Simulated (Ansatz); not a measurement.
K₄H₄⁺. Total charge 1; doublet. Geometry r2SCAN-D4/def2-SVP, that of the neutral singlet; atoms count from 1.

```tsv
atom	x (Å)	y (Å)	z (Å)
K1	-2.029	-0.126	-1.116
K2	1.627	-1.106	-1.227
K3	0.604	2.224	0.258
K4	-0.203	-0.993	2.086
H5	-0.585	-2.154	-0.249
H6	-1.576	1.071	1.188
H7	0.196	0.961	-2.020
H8	1.964	0.122	1.081
```

The structure comes from a short search, and lower isomers may exist.

Estimate the Mulliken populations from the PBE0/def2-TZVP orbitals of Ansatz.


```tsv
atom	charge (e)	spin (α − β)
K1	0.63	-0.03
K2	0.63	-0.03
K3	0.63	-0.03
K4	0.63	-0.03
H5	-0.38	0.28
H6	-0.38	0.28
H7	-0.38	0.28
H8	-0.38	0.28
```
Mulliken values depend strongly on the basis.

Where does the spin sit?

Summed by element: K -0.11, H 1.11, of 1 unpaired in all. Largest on single atoms: H6 0.28, H5 0.28, H7 0.28.
